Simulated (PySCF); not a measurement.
# Polarisability and C₆ of Ir+ (iridium, charge +1)

[Xe] 4f14 5d7 6s1, high-spin 5F determinant. Computed with PySCF 2.14 in aug-cc-pVTZ-PP with ECP60MDF, with scalar relativity through the core potential. Coupled (time-dependent) response in atomic units; α is the mean over directions.

| method | mean α (bohr³) | C₆ (like pair) | S(−4) |
| --- | --- | --- | --- |
| UHF | 30.62 | 244.6 | 452.7 |
| PBE | 24.60 | 201.1 | 216.8 |
| PBE0 | 25.40 | 206.1 | 245.4 |

S(−4) is the Cauchy moment in α(ω) = α(0) + S(−4) ω² + …

Spin-orbit coupling is absent.

α(iu) at PBE:

```json
{"u (hartree)": "0", "α(iu) (bohr³)": "24.60"}
{"u (hartree)": "0.0500", "α(iu) (bohr³)": "24.07"}
{"u (hartree)": "0.100", "α(iu) (bohr³)": "22.67"}
{"u (hartree)": "0.200", "α(iu) (bohr³)": "18.82"}
{"u (hartree)": "0.300", "α(iu) (bohr³)": "15.26"}
{"u (hartree)": "0.500", "α(iu) (bohr³)": "10.53"}
{"u (hartree)": "0.750", "α(iu) (bohr³)": "7.331"}
{"u (hartree)": "1.00", "α(iu) (bohr³)": "5.477"}
{"u (hartree)": "1.50", "α(iu) (bohr³)": "3.442"}
{"u (hartree)": "2.00", "α(iu) (bohr³)": "2.372"}
{"u (hartree)": "3.00", "α(iu) (bohr³)": "1.315"}
{"u (hartree)": "5.00", "α(iu) (bohr³)": "0.5650"}
```

For an ion, C₆ is the dispersion term alone; charge-induced terms of lower order in 1/R come first.

Energies and moments cover only the electrons outside the core potential. Spin-orbit coupling, absent here, splits the open shell strongly.
